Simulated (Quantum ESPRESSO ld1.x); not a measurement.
Task: These are the eigenvalues of the occupied orbitals of an atom or ion with whole-number occupations (hartree). All-electron calculation, non-relativistic Kohn-Sham, LDA (Slater exchange, Perdew-Wang correlation), spin-polarised, spherical densities, point nucleus. Program: ld1.x of Quantum ESPRESSO 7.5.

1s down: -214.646
1s up: -214.646
2s up: -24.9130
2s down: -24.8499
2p up: -21.3180
2p down: -21.2696
3s up: -3.47931
3s down: -3.33391
3p up: -2.47881
3p down: -2.33638
3d up: -0.90034

Which element is it, and in what charge state? The configuration may be excited. Open shells, if any, are filled with parallel spins first.

Result: Z = 24, chromium, charge +2: Cr2+ in [Ar] 3d4. The list shows which subshells hold electrons but not how many an open one holds; the 1s level, -214.65 hartree, gives Z - s = 20.7 by -(Z - s)^2/2, which with screening narrows Z to a few neighbours, and the depths of the outer levels then fix element, charge and occupations together.
